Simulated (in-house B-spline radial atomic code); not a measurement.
Li⁻. Computed with a B-spline radial atomic code. Model: all-electron spherical atom, spin shells full or empty, radial basis limit, no spin-orbit coupling: exact exchange with a local potential (Slater, KLI or optimised effective potential, whose far tail is KLI's), no correlation.

Anion configuration assumed.

The run also made RPA and GW results, which its time includes.

The Slater potential averages the orbital exchange potentials with the orbital densities as weights, KLI adds orbital constants, and the optimised effective potential minimises the exact-exchange energy among local potentials. So their energies lie above Hartree-Fock in the order OEP, KLI, Slater. All fall off as −1/r, unlike LDA and GGA exchange.

Command:
```bash
python run_gw.py task.json out
```
Settings (nuclear radius in fm, other lengths in bohr, energies in hartree):
```
Z                      3
electrons              4
configuration          [He] 2s2
hamiltonian            x2c
method                 slater
lmax                   9
rms_radius             2.444
spin_polarised         False
box_radius             60
intervals              114
ion_configuration      [He] 2s1
```

Time taken, with all properties: 8.2 s on 1 thread of Intel(R) Xeon(R) Platinum 8375C CPU @ 2.90GHz (Ice Lake), with other jobs on the host.

Given: hamiltonian one-electron scalar X2C; mean-field start Slater potential.

Computed: energy above Hartree-Fock 11.344 millihartree.

```json
{"radius (bohr)": "0.0167", "r times exchange potential (hartree bohr)": "-0.045404"}
{"radius (bohr)": "0.0202", "r times exchange potential (hartree bohr)": "-0.054887"}
{"radius (bohr)": "0.0246", "r times exchange potential (hartree bohr)": "-0.066776"}
{"radius (bohr)": "0.0299", "r times exchange potential (hartree bohr)": "-0.08105"}
{"radius (bohr)": "0.0363", "r times exchange potential (hartree bohr)": "-0.098201"}
{"radius (bohr)": "0.0441", "r times exchange potential (hartree bohr)": "-0.11897"}
{"radius (bohr)": "0.0536", "r times exchange potential (hartree bohr)": "-0.144"}
{"radius (bohr)": "0.0651", "r times exchange potential (hartree bohr)": "-0.17389"}
{"radius (bohr)": "0.0791", "r times exchange potential (hartree bohr)": "-0.20958"}
{"radius (bohr)": "0.0961", "r times exchange potential (hartree bohr)": "-0.25176"}
{"radius (bohr)": "0.117", "r times exchange potential (hartree bohr)": "-0.30171"}
{"radius (bohr)": "0.142", "r times exchange potential (hartree bohr)": "-0.3585"}
{"radius (bohr)": "0.172", "r times exchange potential (hartree bohr)": "-0.4222"}
{"radius (bohr)": "0.209", "r times exchange potential (hartree bohr)": "-0.49395"}
{"radius (bohr)": "0.254", "r times exchange potential (hartree bohr)": "-0.57132"}
{"radius (bohr)": "0.309", "r times exchange potential (hartree bohr)": "-0.65207"}
{"radius (bohr)": "0.375", "r times exchange potential (hartree bohr)": "-0.73111"}
{"radius (bohr)": "0.456", "r times exchange potential (hartree bohr)": "-0.80588"}
{"radius (bohr)": "0.554", "r times exchange potential (hartree bohr)": "-0.87075"}
{"radius (bohr)": "0.673", "r times exchange potential (hartree bohr)": "-0.92199"}
{"radius (bohr)": "0.818", "r times exchange potential (hartree bohr)": "-0.95483"}
{"radius (bohr)": "0.993", "r times exchange potential (hartree bohr)": "-0.95582"}
{"radius (bohr)": "1.21", "r times exchange potential (hartree bohr)": "-0.88173"}
{"radius (bohr)": "1.47", "r times exchange potential (hartree bohr)": "-0.69207"}
{"radius (bohr)": "1.78", "r times exchange potential (hartree bohr)": "-0.54296"}
{"radius (bohr)": "2.16", "r times exchange potential (hartree bohr)": "-0.54938"}
{"radius (bohr)": "2.63", "r times exchange potential (hartree bohr)": "?"}
{"radius (bohr)": "3.19", "r times exchange potential (hartree bohr)": "?"}
{"radius (bohr)": "3.88", "r times exchange potential (hartree bohr)": "-0.78701"}
{"radius (bohr)": "4.71", "r times exchange potential (hartree bohr)": "-0.85519"}
{"radius (bohr)": "5.73", "r times exchange potential (hartree bohr)": "-0.9097"}
{"radius (bohr)": "6.96", "r times exchange potential (hartree bohr)": "-0.94853"}
{"radius (bohr)": "8.45", "r times exchange potential (hartree bohr)": "-0.97364"}
{"radius (bohr)": "10.3", "r times exchange potential (hartree bohr)": "-0.98833"}
{"radius (bohr)": "12.5", "r times exchange potential (hartree bohr)": "-0.99548"}
{"radius (bohr)": "15.2", "r times exchange potential (hartree bohr)": "-0.99855"}
{"radius (bohr)": "18.4", "r times exchange potential (hartree bohr)": "-0.99962"}
```

What belongs in the row 2.63?

r times exchange potential (hartree bohr): -0.62368.

What belongs in the row 3.19?

r times exchange potential (hartree bohr): -0.70714.

```tsv
occupied	level (hartree)	Hartree-Fock level (hartree)
1s	-2.2281	-2.3229
2s	-0.016839	-0.014539
```
